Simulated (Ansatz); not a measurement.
```yaml
crystal:
  periodic: [false, false, false]
  atoms:
    - {symbol: C, position_ang: [3.525966, 0.342163, 0.105293]}
    - {symbol: C, position_ang: [2.948977, -0.928127, 0.102839]}
    - {symbol: C, position_ang: [1.534311, -1.091956, 0.060929]}
    - {symbol: C, position_ang: [0.926341, -2.373816, 0.057874]}
    - {symbol: C, position_ang: [-0.454853, -2.507845, 0.016809]}
    - {symbol: C, position_ang: [-1.296846, -1.366688, -0.023350]}
    - {symbol: C, position_ang: [-2.716602, -1.477909, -0.065787]}
    - {symbol: C, position_ang: [-3.525989, -0.342152, -0.104582]}
    - {symbol: C, position_ang: [-2.948985, 0.928131, -0.102583]}
    - {symbol: C, position_ang: [-1.534307, 1.091955, -0.061050]}
    - {symbol: C, position_ang: [-0.926338, 2.373816, -0.057993]}
    - {symbol: C, position_ang: [0.454855, 2.507845, -0.016895]}
    - {symbol: C, position_ang: [1.296849, 1.366687, 0.023236]}
    - {symbol: C, position_ang: [2.716593, 1.477913, 0.066023]}
    - {symbol: C, position_ang: [0.705035, 0.068416, 0.020981]}
    - {symbol: C, position_ang: [-0.705036, -0.068415, -0.020969]}
    - {symbol: H, position_ang: [4.612974, 0.447633, 0.136920]}
    - {symbol: H, position_ang: [3.583381, -1.818824, 0.133601]}
    - {symbol: H, position_ang: [1.560488, -3.264548, 0.088297]}
    - {symbol: H, position_ang: [-0.906749, -3.503966, 0.014802]}
    - {symbol: H, position_ang: [-3.168778, -2.474048, -0.067284]}
    - {symbol: H, position_ang: [-4.612955, -0.447640, -0.137569]}
    - {symbol: H, position_ang: [-3.583395, 1.818831, -0.133149]}
    - {symbol: H, position_ang: [-1.560473, 3.264543, -0.088806]}
    - {symbol: H, position_ang: [0.906766, 3.503960, -0.015391]}
    - {symbol: H, position_ang: [3.168761, 2.474055, 0.067805]}
basis:
  gaussian: {orbitals: def2-TZVP, initial_orbitals: start.molden}
total_charge: 1
magnetization: {spin_polarized: true, initial_magnetization: 1}
hamiltonian: {xc: pbe0, dispersion: d4}
scf: {omitted_lower_state_checks: [starts]}
output: {orbitals: {seedname: orbitals}}
```

The file start.molden holds the orbitals of an earlier run on this structure, at another level or in another basis.

```sh
$ ansatz run in.yaml --threads 4 --pin off --events-out ev --progress --plain --max-ram 9574MiB
```

Question: Does this run fit into the memory that it is given?

Answer: No. It has 556 basis functions, and Ansatz plans for 10 GiB where 9 GiB are given.
